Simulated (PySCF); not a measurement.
# From computed data to an observable: entropy of an ideal gas

CH2Cl, SMILES [CH2]Cl (connectivity only; charge and spin as stated), charge +1, multiplicity 1.

Coordinates come from a PBE-D3(BJ)/def2-TZVP optimisation. The multiplicity is an assumed one; other spin states were not compared. The isomer is the one that the SMILES or the coordinates give; other isomers of the formula were not compared.

PBE-D3(BJ)/def2-TZVP run with PySCF 2.14.0 gives the harmonic wavenumbers 1015, 1034, 1105, 1421, 3007, 3143 cm⁻¹ and the rotational temperatures 13.0506, 0.8445, 0.7932 K. The molar mass is 49.48 g/mol, the symmetry number 2, the spin multiplicity 1.

Problem. Work out the entropy at 298.15 K and 1 atm in the rigid-rotor, harmonic-oscillator model.

Solution. 
Translation (Sackur–Tetrode at 1 atm): S = R[1.5 ln M + 2.5 ln T − 1.16487] = 157.4 J/(mol K).
Rotation: q = (√π/σ) T^1.5/√(θA θB θC) = 1540, S = R[ln q + 3/2] = 73.5 J/(mol K).
Vibration: with u = 1.4388 ν/T, each mode gives R[u/(e^u − 1) − ln(1 − e^−u)]:
```csv
ν (cm⁻¹),modes,u,S (J/(mol K))
1015,1,4.90,0.37
1034,1,4.99,0.34
1105,1,5.33,0.26
1421,1,6.86,0.07
```
The stiffer modes add less than 0.005 each. Sum 1.0 J/(mol K).
Spin: R ln 1 = 0.0 J/(mol K).
Total 232.0 J/(mol K); the program's own thermochemistry gives 232.0. Translation makes up 68 % and vibration 0 %. Anharmonicity, hindered rotation and orbital degeneracy are left out.
